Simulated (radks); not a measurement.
Coulomb parameter of the 4f shell of the promethium ion Pm+ in the model configuration [Xe] 4f4.5 6s1.5, as a second difference U = [E(n + 0.5) + E(n - 0.5) - 2 E(n)] / (0.5)^2 with all orbitals relaxed. "Bare": the charge of the atom changes with n. "Screened": the 6s shell takes up the change at fixed total charge, which measures U(4f,4f) + U(6s,6s) - 2 U(4f,6s). Method: scalar-relativistic Kohn-Sham, LDA (Slater exchange, Perdew-Wang correlation), spin-unpolarised, spherical densities, finite nucleus; Fermi nuclear charge, rms radius 4.962 fm; computed with a radial shooting solver on a logarithmic mesh with Libxc functionals.

| case | configuration | E - E(n) (eV) |
|---|---|---|
| start | [Xe] 4f4.5 6s1.5 | 0.000 |
| bare +0.5 | [Xe] 4f5 6s1.5 | -4.300 |
| bare -0.5 | [Xe] 4f4 6s1.5 | 7.964 |
| screened +0.5 | [Xe] 4f5 6s1 | -0.653 |
| screened -0.5 | [Xe] 4f4 6s2 | 2.238 |

U(bare) = 14.658 eV, U(screened by 6s) = 6.339 eV, against the Slater integral F0(4f,4f) = 25.800 eV with frozen orbitals.
